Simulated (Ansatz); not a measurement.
The same path of C3H6BBr (11 atoms, charge 0, multiplicity 1) was run twice with different band settings.

Level of theory: RKS B3LYP-D4/def2-SVP in Ansatz.

Relaxed end points:

```xyz
11
Properties=species:S:1:pos:R:3
C -1.512 1.391 -0.555
C -0.357 0.863 -0.115
Br 1.022 2.073 0.491
B -0.089 -0.669 -0.072
C 1.240 -1.299 0.444
H -1.711 2.466 -0.589
H -2.302 0.716 -0.900
H -1.012 -1.347 -0.467
H 1.392 -1.001 1.499
H 2.102 -0.856 -0.089
H 1.293 -2.394 0.374
```

```xyz
11
Properties=species:S:1:pos:R:3
C -1.521 1.391 -0.553
C -0.385 0.881 -0.048
Br 0.872 2.097 0.772
B -0.053 -0.639 -0.094
C 1.242 -1.289 0.475
H -1.772 2.455 -0.516
H -2.238 0.715 -1.027
H -0.879 -1.313 -0.670
H 1.722 -0.716 1.282
H 1.963 -1.296 -0.371
H 1.115 -2.342 0.771
```

Common settings: climbing image yes; spring 5.0 eV/Å²; optimiser quadratic models (default); start path through a guess of the saddle point; force threshold 0.05 eV/Å; end points relaxed.

| run | movable images | iteration limit |
| --- | --- | --- |
| 1 | 7 | 54 |
| 2 | 1 | 60 |

Task: What does each run give, and how far can it be trusted?

Result: Run 1: converged after 22 iterations, highest image 0.000 eV above the first end. The top lies less than 8 meV above the higher end, about what the thresholds resolve: that end is a shoulder or a very shallow well. A vibrational analysis at the climbing image gives one clearly imaginary mode, 83i cm⁻¹: a first-order saddle point.
Run 2: converged after 14 iterations, highest image 0.000 eV above the first end. The highest image is an end point: on this band no image between the ends rises above it. So few images can step over the top or miss a turn of the path.
